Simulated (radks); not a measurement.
Task: The mean radii <r> (bohr) of the occupied orbitals of an atom or ion are listed with their occupations. Method: Dirac Kohn-Sham, BLYP, spin-unpolarised, spherical densities, point nucleus; computed with a radial shooting solver on a logarithmic mesh with Libxc functionals.

| orbital | occ. | <r> |
|---|---|---|
| 1s1/2 | 2 | 0.02507 |
| 2s1/2 | 2 | 0.1070 |
| 2p1/2 | 2 | 0.08990 |
| 2p3/2 | 4 | 0.09600 |
| 3s1/2 | 2 | 0.2849 |
| 3p1/2 | 2 | 0.2747 |
| 3p3/2 | 4 | 0.2868 |
| 3d3/2 | 4 | 0.2577 |
| 3d5/2 | 6 | 0.2615 |
| 4s1/2 | 2 | 0.6542 |
| 4p1/2 | 2 | 0.6747 |
| 4p3/2 | 4 | 0.7017 |
| 4d3/2 | 4 | 0.7623 |
| 4d5/2 | 6 | 0.7720 |
| 5s1/2 | 2 | 1.556 |
| 5p1/2 | 2 | 1.750 |
| 5p3/2 | 4 | 1.832 |
| 6s1/2 | 2 | 4.422 |
| 5d3/2 | 0.4 | 2.974 |
| 5d5/2 | 0.6 | 3.043 |

Name the element and its charge. Open shells, if any, are shared by 2j + 1.

Result: Z = 57, lanthanum, charge 0: La in [Xe] 5d1 6s2. The 1s radius gives Z: for a bare nucleus <r> = (2 gamma + 1)/(2Z) with gamma = sqrt(1 - (Z/c)^2), 0.02473 bohr for Z = 57, and screening makes it slightly larger (0.02507 here). The occupations add up to 57, and the charge is Z minus that.
